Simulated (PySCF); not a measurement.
# TlO: frontier orbitals

M06-L at R = 2.227 Å; PySCF, scalar-relativistic core potentials, basis sets Tl def2-SVPD with ECP60, O def2-SVPD. State: ²Π (doublet), unpaired electrons π ↑. Only the outer orbitals are listed, counted within each symmetry, core potentials removing the inner ones.

```tsv
spin	orbital	occ.	ε (eV)	on Tl (%)	main shells (%)
α	6σ	1	-9.74	83	83 Tl s, 17 O p
α	3π	1	-7.96	2	98 O p
α	3π	1	-6.30	3	97 O p
α	7σ	1	-6.07	32	68 O p, 19 Tl s, 12 Tl p
α	4π	0	-1.84	101	100 Tl p
α	4π	0	-1.72	100	99 Tl p
β	6σ	1	-9.57	89	89 Tl s, 10 O p
β	7σ	1	-5.35	30	70 O p, 17 Tl p, 11 Tl s
β	3π	1	-5.34	5	94 O p
β	3π	0	-3.67	21	79 O p, 20 Tl p
β	4π	0	-1.68	97	96 Tl p
β	4π	0	-1.44	82	80 Tl p, 19 O p
```

Task: Which are the highest filled and the lowest empty level, where do they sit, and how wide is the gap?

Result: Highest filled β 3π at -5.34 eV (in %: 94 O p); lowest empty β 3π at -3.67 eV (in %: 79 O p, 20 Tl p); the gap at M06-L is 1.67 eV. Both belong to one degenerate shell, split only by its one-sided filling, so this is no excitation gap.

The bond order (Mayer) is 0.47, the ⟨S²⟩ is 0.761 and the charge on Tl (Mulliken, basis-dependent) is 0.57. The charge on Tl (Löwdin, basis-dependent) is 0.73 and the dipole moment (positive dipole means Tl(−)O(+)) is -3.99 D.

Shares are Mulliken populations and can fall outside 0 to 100 %.

These are scalar-relativistic numbers at best; spin–orbit coupling would shift them, the dissociation energy most. The state was picked by a PBE0 search and need not be the measured ground state.
